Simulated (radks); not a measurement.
Ionisation of the cadmium ion Cd2+, [Kr] 4d10, to [Kr] 4d9 as the strength of local exchange is varied. All-electron calculation, scalar-relativistic Kohn-Sham, Slater X-alpha exchange (alpha = 2/3 is LDA exchange), no correlation, spin-polarised, spherical densities, point nucleus. Program: a radial shooting solver on a logarithmic mesh with Libxc functionals.

alpha  E(Cd2+) (hartree)  exchange (hartree)  IE (eV)  -e of the level emptied (eV)  <r> of it (bohr)
0.593        -5568.18713          -127.88795   34.793                   27.616 (4d)             1.278
0.667        -5584.20236          -144.25960   36.404                   29.122 (4d)             1.260
0.675        -5585.93648          -146.03497   36.581                   29.288 (4d)             1.258
0.741        -5600.26347          -160.72237   38.061                   30.677 (4d)             1.243
0.804        -5613.97324          -174.80967   39.507                   32.039 (4d)             1.229
0.96         -5648.06407          -209.97564   43.226                   35.562 (4d)             1.195
1.003        -5657.49662          -219.73960   44.286                   36.570 (4d)             1.187
1.034        -5664.30640          -226.79767   45.060                   37.306 (4d)             1.181

NIST Atomic Spectra Database: 37.47 eV (measured). The Delta-SCF value meets it near alpha = 0.71. Open shells are spherical and high-spin; term and fine-structure splittings are not resolved.
